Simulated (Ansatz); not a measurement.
A made-up structure of NH2Te (charge -1), closed shell:

N1  (0.758, 0.508, -0.528)
Te2  (0.132, -0.888, 0.739)
H3  (-0.957, -1.779, -0.198)
H4  (0.095, 1.278, -0.442)
(Å)

It is relaxed with PBE-D4/def2-SVPD and then PBE0-D4/def2-TZVPD (Ansatz 0.2.0). Atoms count as bonded within 1.22 times the sum of their covalent radii (H–H: 0.88 Å). The end point is not checked to be a true minimum.

Does its bonding change? (A judgement: the text doesn't fix the answer.)

Computed: No: no bond forms or breaks.

Where it ends: The first stage lowers the energy by 0.09 eV in 4 steps. It ends as NH₂Te ([NH][TeH]), total charge -1:
```xyz
4
angstrom
N 0.7875 0.5301 -0.5333
Te 0.1271 -0.8642 0.7191
H -0.9802 -1.8223 -0.1882
H 0.0937 1.2757 -0.4261
```

Labels in which every atom is bracketed show which atoms are joined, not bond orders.

For scale, one of the runs: PBE0-D4/def2-TZVPD relaxation, 114 basis functions, launched by `ansatz run in.yaml --threads 2 --pin off --events-out ev --progress --plain --max-ram 4352MiB`. Hardware: 2 CPU threads of an Arm Neoverse V1, shared host. Wall time about 12 s.
